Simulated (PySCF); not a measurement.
Assigning NMR signals

Mapped SMILES: `[cH:1]1[cH:2][cH:3][n:4](-[c:5]2[n:6][cH:7][cH:8][o:9]2)[cH:10]1` (H(Xn): hydrogen on atom n).

[PySCF 2.14: shielding tensors at PBE0/pcSseg-1 (GIAO); geometry from GFN2-xTB; rapidly exchanging positions averaged; non-relativistic Hamiltonian; in vacuum; single conformer]

Referencing at the same level of theory: 13C (186.93 ppm), 1H (31.72 ppm) vs TMS.

Q: Assign these signals to the numbered atoms. 13C{1H} NMR (computed): δ 160.6 (C), 139.2 (CH), 135.7 (CH), 122.1 (CH), 118.0 (CH).

A: 
| δ (ppm) | atoms | environment | reason |
| --- | --- | --- | --- |
| 160.6 | C5 | aromatic carbon bearing nitrogen | σ withdrawal by the attached heteroatom moves it downfield of the ring CH carbons |
| 139.2 | C8 | aromatic CH next to the ring oxygen | – |
| 135.7 | C7 | aromatic CH next to a ring nitrogen | – |
| 122.1 | C3/C10 | aromatic CH next to a ring nitrogen | – |
| 118.0 | C1/C2 | aromatic CH | – |

Q: Assign these signals to the numbered atoms. 1H NMR (400 MHz, computed): δ 7.55 (m, 2H), 7.51 (m, 1H), 7.37 (m, 1H), 6.55 (m, 2H).

A: 
```tsv
δ (ppm)	atoms	environment	reason
7.55	H(C3)/H(C10)	hydrogen on an aromatic CH next to a ring nitrogen	ring-current deshielding
7.51	H(C8)	hydrogen on an aromatic CH next to the ring oxygen	it sits in the deshielding region of the aromatic ring current
7.37	H(C7)	hydrogen on an aromatic CH next to a ring nitrogen	aromatic region
6.55	H(C1)/H(C2)	hydrogen on an aromatic CH	the ring current deshields protons in the ring plane
```

H(C3)/H(C10) and H(C8) lie closer than the usual error of such a calculation, so a measured spectrum could show them in the other order.

Shifts are as computed. Against solution values, carbons near 30 ppm lie about +3 ppm off and those near 130 ppm about +5 ppm. Of 1211 compounds with measured shifts, 218 miss one by over three times the rms of a fit or turn the order of signals round; such compounds aren't used in these exercises. Multiplicities follow the n + 1 count of equivalent neighbours, as no J values were calculated; m marks all less simple cases, F and P coupling included.
